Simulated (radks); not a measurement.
Task: The mean radii <r> (bohr) of the occupied orbitals of an atom or ion are listed with their occupations. All-electron calculation, Dirac Kohn-Sham, LDA (Slater exchange, Perdew-Wang correlation), spin-unpolarised, spherical densities, finite nucleus; Fermi nuclear charge, rms radius of each element as measured or else 0.836 A^(1/3) + 0.57 fm. Program: a radial shooting solver on a logarithmic mesh with Libxc functionals.

orbital  occ.      <r>
1s1/2       2  0.01660
2s1/2       2  0.06930
2p1/2       2  0.05694
2p3/2       4  0.06561
3s1/2       2   0.1803
3p1/2       2   0.1705
3p3/2       4   0.1864
3d3/2       4   0.1622
3d5/2       6   0.1670
4s1/2       2   0.3994
4p1/2       2   0.4013
4p3/2       4   0.4357
4d3/2       4   0.4427
4d5/2       6   0.4539
5s1/2       2   0.9017
4f5/2       6   0.4793
4f7/2       8   0.4861
5p1/2       2   0.9708
5p3/2       4    1.069
5d3/2       4    1.438
5d5/2       6    1.500
6s1/2       1    2.495

Name the element and its charge. Open shells, if any, are shared by 2j + 1.

Result: Z = 80, mercury, charge +1: Hg+ in [Xe] 4f14 5d10 6s1. The 1s radius gives Z: for a bare nucleus <r> = (2 gamma + 1)/(2Z) with gamma = sqrt(1 - (Z/c)^2), 0.0164 bohr for Z = 80, and screening makes it slightly larger (0.01660 here). The occupations add up to 79, and the charge is Z minus that.
